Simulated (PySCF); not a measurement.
PySCF job for CH8N2OSi, SMILES CN[Si@@H](N)O, ωB97X-D3(BJ)/def2-SVP. Geometry: ωB97X-D3(BJ)/def2-SVP. The structure was generated by enumeration; whether it is a known compound was not checked. One conformer was computed; it need not be the lowest.

```python
import numpy as np
from pyscf import gto, scf, dft, df
from pyscf.hessian import thermo

mol = gto.M(
    atom='''
    C     2.03840587   -0.58580403    1.11285579
    N     1.17350141    0.19558023    0.25309803
    Si   -0.52108990   -0.01007165    0.04812934
    N    -1.15058728    1.51713027   -0.40950765
    O    -1.06813564   -1.00801215   -1.18046624
    H     1.43028382   -1.11528378    1.86401579
    H     2.75158092    0.04986725    1.66756807
    H     2.62571663   -1.35052633    0.56911853
    H     1.66311608    0.75545648   -0.43769731
    H    -0.96724261   -0.63744058    1.33290339
    H    -2.01958424    1.59505482   -0.92367658
    H    -0.89164187    2.37249200    0.06537550
    H    -1.14271908   -1.93866884   -0.94995573
    ''',
    basis='def2-SVP',
    charge=0,
    spin=0,
    max_memory=1600,
    verbose=3,
)
mf = dft.RKS(mol, xc='wb97x-d3bj').density_fit(auxbasis='def2-universal-jkfit')
mf.grids.level = 3
mf.conv_tol = 1e-11
mf.max_cycle = 100
mf.kernel()

# [left out here: the lines that compute and print the analytic Hessian (its translational invariance restored by hand, since the grid's response is missing), thermochemistry and intensities]
```

It prints:

```
[...]
       8   H                -0.13  0.02 -0.06   -0.02 -0.02 -0.02   -0.51  0.11 -0.19
       9   H                -0.49  0.07 -0.09   -0.33 -0.44 -0.34    0.15 -0.01  0.03
      10   H                -0.05  0.29 -0.05    0.02  0.07 -0.02   -0.01  0.00  0.01
      11   H                 0.00  0.04  0.02    0.10 -0.15  0.11    0.02 -0.01  0.00
      12   H                 0.08  0.05  0.20   -0.10 -0.12 -0.32   -0.02 -0.01 -0.03
Mode                                18                  19                  20
Irrep
Freq [cm^-1]                     1153.3823           1185.6576           1417.7168
Reduced mass [au]                   1.2927              3.1783              1.5716
Force const [Dyne/A]                1.0132              2.6324              1.8612
Char temp [K]                    1659.4603           1705.8972           2039.7788
Normal mode                   x     y     z       x     y     z       x     y     z
       0   C                -0.00 -0.10 -0.07   -0.05  0.10 -0.12    0.08  0.02 -0.02
       1   N                -0.00  0.05  0.03    0.10 -0.08  0.11   -0.13  0.02 -0.04
       2  Si                 0.00  0.00  0.00   -0.02 -0.00 -0.00    0.02 -0.00  0.01
       3   N                -0.00 -0.00 -0.00   -0.00  0.00 -0.00    0.00  0.00 -0.00
       4   O                -0.00  0.00 -0.00   -0.00  0.00  0.00   -0.00 -0.00 -0.00
       5   H                 0.02  0.21  0.16   -0.20  0.18 -0.18    0.01  0.03 -0.07
       6   H                -0.39  0.39 -0.16   -0.09  0.03  0.01   -0.08 -0.06  0.28
       7   H                 0.42 -0.13  0.41   -0.07 -0.02  0.00   -0.13 -0.25  0.13
       8   H                 0.02 -0.02 -0.01    0.28 -0.15  0.19    0.55 -0.20  0.28
       9   H                -0.01 -0.01 -0.00    0.00 -0.01 -0.00   -0.05  0.01 -0.02
      10   H                -0.00  0.01 -0.00   -0.01  0.00  0.00    0.01  0.01 -0.00
      11   H                 0.00 -0.01  0.00    0.00 -0.01  0.01   -0.01  0.00  0.00
      12   H                 0.00  0.00  0.00   -0.00  0.00  0.00    0.00  0.00  0.00
Mode                                21                  22                  23
Irrep
Freq [cm^-1]                     1462.5513           1478.7175           1513.1927
Reduced mass [au]                   1.1947              1.0430              1.0556
Force const [Dyne/A]                1.5056              1.3437              1.4241
Char temp [K]                    2104.2856           2127.5453           2177.1474
Normal mode                   x     y     z       x     y     z       x     y     z
       0   C                 0.07 -0.06  0.08   -0.01  0.05  0.02    0.04  0.00 -0.00
       1   N                -0.02  0.00 -0.00    0.00  0.01  0.01    0.05 -0.00  0.00
       2  Si                -0.00 -0.00  0.00    0.00  0.00  0.00   -0.01 -0.00 -0.00
       3   N                 0.00  0.00  0.00   -0.00 -0.00 -0.00    0.00 -0.00  0.00
       4   O                 0.00  0.00  0.00   -0.00 -0.00 -0.00    0.00  0.00  0.00
       5   H                -0.54  0.14 -0.29    0.01 -0.56 -0.40    0.26 -0.16  0.09
       6   H                -0.05  0.39 -0.32    0.17  0.17 -0.38   -0.48  0.36  0.21
       7   H                -0.11  0.13 -0.35   -0.06 -0.31  0.42   -0.54 -0.28 -0.20
       8   H                 0.11 -0.03  0.05   -0.01  0.00 -0.01   -0.15  0.06 -0.08
       9   H                -0.01  0.00  0.01   -0.00  0.00 -0.00    0.01 -0.00  0.01
      10   H                 0.00 -0.01 -0.00   -0.00  0.00  0.00   -0.00 -0.01 -0.00
      11   H                -0.00  0.00  0.00   -0.00  0.00 -0.00    0.01 -0.00  0.00
      12   H                 0.00  0.00  0.00    0.00  0.00  0.00    0.00  0.00 -0.00
Mode                                24                  25                  26
Irrep
Freq [cm^-1]                     1536.3628           2211.5346           3022.5212
Reduced mass [au]                   1.1379              1.0389              1.0399
Force const [Dyne/A]                1.5825              2.9938              5.5973
Char temp [K]                    2210.4840           3181.9059           4348.7350
Normal mode                   x     y     z       x     y     z       x     y     z
       0   C                -0.00  0.00 -0.00    0.00 -0.00  0.00    0.04 -0.03  0.01
       1   N                -0.00  0.00 -0.00   -0.00 -0.00  0.00    0.00 -0.00  0.00
       2  Si                 0.00 -0.01  0.00   -0.01 -0.01  0.03   -0.00 -0.00 -0.00
       3   N                -0.04  0.08 -0.01   -0.00 -0.00 -0.00    0.00 -0.00  0.00
       4   O                 0.00  0.00  0.00    0.00  0.00  0.00    0.00  0.00  0.00
       5   H                 0.00 -0.00 -0.00   -0.01  0.00  0.00    0.21  0.17 -0.25
       6   H                 0.00 -0.00 -0.00   -0.00  0.01 -0.00   -0.31 -0.30 -0.25
       7   H                 0.00 -0.00  0.01   -0.00  0.00 -0.01   -0.39  0.52  0.39
       8   H                 0.01  0.00  0.01   -0.01  0.00 -0.00    0.00 -0.00  0.00
       9   H                -0.00  0.00  0.01    0.30  0.40 -0.84    0.00  0.00 -0.00
      10   H                -0.00 -0.64 -0.17   -0.00 -0.00  0.00    0.00 -0.00  0.00
      11   H                 0.53 -0.27  0.29    0.00 -0.00  0.00   -0.00 -0.00 -0.00
      12   H                 0.01  0.00  0.01   -0.00  0.00  0.00    0.00  0.00 -0.00
Mode                                27                  28                  29
Irrep
Freq [cm^-1]                     3091.8182           3141.5983           3643.0387
Reduced mass [au]                   1.1034              1.1020              1.0716
Force const [Dyne/A]                6.2144              6.4082              8.3793
Char temp [K]                    4448.4381           4520.0605           5241.5216
Normal mode                   x     y     z       x     y     z       x     y     z
       0   C                 0.01  0.06  0.06    0.07  0.04 -0.04   -0.00  0.00 -0.00
       1   N                 0.00 -0.00 -0.00   -0.00 -0.00  0.00   -0.03 -0.04  0.04
       2  Si                -0.00  0.00  0.00    0.00  0.00 -0.00    0.00 -0.00  0.00
       3   N                 0.00 -0.00 -0.00   -0.00 -0.00  0.00   -0.01  0.02 -0.00
       4   O                 0.00 -0.00 -0.00    0.00 -0.00  0.00    0.00 -0.00  0.00
       5   H                 0.11  0.10 -0.12   -0.48 -0.41  0.59    0.00  0.00 -0.01
       6   H                -0.48 -0.44 -0.36   -0.21 -0.21 -0.18    0.00  0.00  0.00
       7   H                 0.30 -0.38 -0.29   -0.08  0.13  0.09    0.00 -0.00 -0.00
       8   H                -0.00 -0.00 -0.00    0.01  0.00 -0.01    0.44  0.49 -0.60
       9   H                 0.00  0.00 -0.00   -0.00 -0.00  0.00    0.00 -0.00 -0.00
      10   H                -0.00  0.00 -0.00    0.00 -0.00  0.00    0.22 -0.02  0.14
      11   H                -0.00 -0.00  0.00    0.00 -0.00 -0.00   -0.07 -0.21 -0.12
      12   H                -0.00  0.00  0.00   -0.00 -0.00 -0.00   -0.00  0.00 -0.00
Mode                                30                  31                  32
Irrep
Freq [cm^-1]                     3644.2443           3748.6202           3945.3848
Reduced mass [au]                   1.0533              1.0981              1.0668
Force const [Dyne/A]                8.2414              9.0917              9.7841
Char temp [K]                    5243.2561           5393.4299           5676.5304
Normal mode                   x     y     z       x     y     z       x     y     z
       0   C                -0.00  0.00 -0.00   -0.00 -0.00 -0.00   -0.00  0.00 -0.00
       1   N                -0.01 -0.01  0.02   -0.00 -0.00  0.00    0.00  0.00  0.00
       2  Si                -0.00  0.00 -0.00    0.00  0.00  0.00    0.00 -0.00  0.00
       3   N                 0.03 -0.04  0.00    0.05  0.04  0.05   -0.00  0.00 -0.00
       4   O                 0.00  0.00  0.00    0.00 -0.00 -0.00   -0.01 -0.06  0.01
       5   H                 0.00  0.00 -0.00   -0.00 -0.00  0.00   -0.00 -0.00  0.00
       6   H                -0.00 -0.00 -0.00    0.00  0.00  0.00    0.00  0.00  0.00
       7   H                -0.00  0.00  0.00    0.00 -0.00  0.00    0.00 -0.00 -0.00
       8   H                 0.17  0.20 -0.24    0.00  0.00 -0.00   -0.00 -0.00  0.00
       9   H                -0.00  0.00 -0.00    0.00  0.00  0.00    0.00  0.00  0.00
      10   H                -0.56  0.04 -0.34   -0.56  0.06 -0.33    0.00 -0.00  0.00
      11   H                 0.17  0.52  0.29   -0.17 -0.59 -0.32    0.00  0.00  0.00
      12   H                -0.00  0.00 -0.00   -0.00  0.00 -0.00    0.08  0.94 -0.21
temperature 298.1500 [K]
pressure 101325.00 [Pa]
Rotational constants [GHz] 6.32985 2.62195 2.04071
Symmetry number 1
Zero-point energy (ZPE) 0.10490 [Eh]   275410.693 [J/mol]
                           tot       elec      trans        rot        vib
Entropy [J/mol/K]       357.730      0.000    165.164    111.518     81.048
Cv [J/mol/K]            117.152      0.000     12.472     12.472     92.209
Cp [J/mol/K]            125.467      0.000     20.786     12.472     92.209
Internal energy [J/mol]                      3718.434   3718.434 289224.737
Internal energy [Eh]   -516.96221  -517.07520
Enthalpy [J/mol]                             6197.391   3718.434 289224.737
Enthalpy [Eh]          -516.96126
Gibbs free energy [J/mol]                  -43046.136 -29530.766 265060.348
Gibbs free energy [Eh] -517.00189
static polarisability / bohr^3: [[50.49  -1.845  5.307]
 [-1.843 47.619 -2.346]
 [ 5.306 -2.349 42.831]]
largest difference of analytic and finite-field dipole derivatives / e: 0.00068150001448819
mode   freq/cm-1   IR/(km/mol)   Raman/(A^4/amu)   depolarisation
   1       80.56         3.538             0.295            0.712
   2      145.39         3.168             0.461            0.598
   3      195.15        14.762             2.536            0.721
   4      225.50        17.897             0.809            0.504
   5      256.37        16.408             1.362            0.749
   6      288.93       135.858             0.809            0.308
   7      304.34       105.655             1.184            0.739
   8      371.79        21.095             1.397            0.549
   9      413.10        42.277             1.584            0.692
  10      499.80       107.147             2.135            0.653
  11      731.05        57.173             4.826            0.282
  12      781.32       117.583            11.286            0.152
  13      798.43        49.136             6.176            0.733
  14      846.65        56.787             5.094            0.653
  15      891.03       106.676             3.842            0.694
  16      934.29       288.256             1.528            0.423
  17      983.45       175.818             4.098            0.655
  18     1101.56        21.954             3.492            0.705
  19     1153.38         0.713             2.318            0.706
  20     1185.66       108.008             2.476            0.735
  21     1417.72        97.412             0.487            0.359
  22     1462.55        22.058             7.361            0.681
  23     1478.72         4.849            18.043            0.742
  24     1513.19         6.578            23.654            0.679
  25     1536.36        74.792             4.071            0.746
  26     2211.53       190.857            93.026            0.163
  27     3022.52        87.651           164.605            0.051
  28     3091.82        46.809           114.393            0.681
  29     3141.60        21.940            51.591            0.742
  30     3643.04        20.786            62.698            0.605
  31     3644.24        37.871           130.785            0.042
  32     3748.62        37.196            68.556            0.744
  33     3945.38        78.836            75.430            0.274
max |gradient| / (hartree/bohr): 3.639878639782418e-05
APT charges: [ 0.4092 -0.9328  1.9526 -0.8883 -0.9022 -0.0044 -0.0628 -0.0801  0.1666
 -0.3517  0.1978  0.1986  0.2972]
```

The run converged.
